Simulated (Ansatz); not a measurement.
System: C₂H₅Ge, charge 0, doublet. C2H5Ge (SMILES [CH]=[CH][GeH3], doublet).
B3LYP-D3(BJ)/def2-TZVP minimum from Ansatz (a first-principles code):
```
C
C 1 1.2979
H 2 1.0800 1 137.77
H 1 1.0890 2 121.56 3 180.00
Ge 1 1.9737 4 116.55 2 180.00
H 5 1.5364 1 108.50 4 180.00
H 5 1.5403 6 110.02 1 -120.09
H 5 1.5403 6 110.02 7 -119.83
```
Charge 0, spin multiplicity 2.

Total energies in hartree (Ansatz). UHF or UKS for unpaired electrons; spin-orbit terms are left out. Cores are frozen in correlated methods (noble-gas shells, and filled d and f shells in the p block). No relativity. Where a partner has so few electrons that a lower coupled-cluster level is exact, that level stands in. The UHF reference of C2H5Ge ([CH]=[CH][GeH3], doublet) is spin-contaminated (<S^2> up to 0.17 over the pure value in the sets run).

| species | HF/cc-pVTZ | CCSD(T)/cc-pVTZ | HF/cc-pVQZ | CCSD(T)/cc-pVQZ | CCSD(T)/cc-pVDZ | CCSDT(Q)/cc-pVDZ |
|---|---|---|---|---|---|---|
| 1: C2H5Ge (SMILES [GeH3][CH]=[CH], doublet) | -2153.98642 | -2154.46029 | -2153.99524 | -2154.49277 | -2154.28665 | -2154.28918 |
| 2: Ge (triplet) | -2075.36107 | -2075.42794 | -2075.36359 | -2075.43284 | -2075.34866 | -2075.34895 |
| 3: C (triplet) | -37.69157 | -37.78076 | -37.69331 | -37.78654 | -37.76038 | -37.76071 |
| 4: H (doublet) | -0.49981 | -0.49981 | -0.49995 | -0.49995 | -0.49928 | -0.49928 |

Problem. Work out the atomisation energy (electronic, to ground-state atoms) in kJ/mol: take Hartree-Fock from cc-pVQZ, extrapolate the CCSD(T) correlation energy as X^-3 (X = 3, 4), and add CCSDT(Q) - CCSD(T) in cc-pVDZ. 1 hartree = 2625.5 kJ/mol.

Solution. 
Species 1: correlation (64·(-0.49753) - 27·(-0.47387))/37 = -0.51480; step -0.00253; E1 = -2153.99524 + (-0.51480) + (-0.00253) = -2154.51257
Species 2: correlation (64·(-0.06925) - 27·(-0.06687))/37 = -0.07099; step -0.00029; E2 = -2075.36359 + (-0.07099) + (-0.00029) = -2075.43487
Species 3: correlation (64·(-0.09323) - 27·(-0.08919))/37 = -0.09618; step -0.00033; E3 = -37.69331 + (-0.09618) + (-0.00033) = -37.78982
Species 4: correlation (64·(0.00000) - 27·(0.00000))/37 = 0.00000; step +0.00000; E4 = -0.49995 + (0.00000) + (+0.00000) = -0.49995
-1·E1 +1·E2 +2·E3 +5·E4 = 0.99831 hartree = 2621.1 kJ/mol.
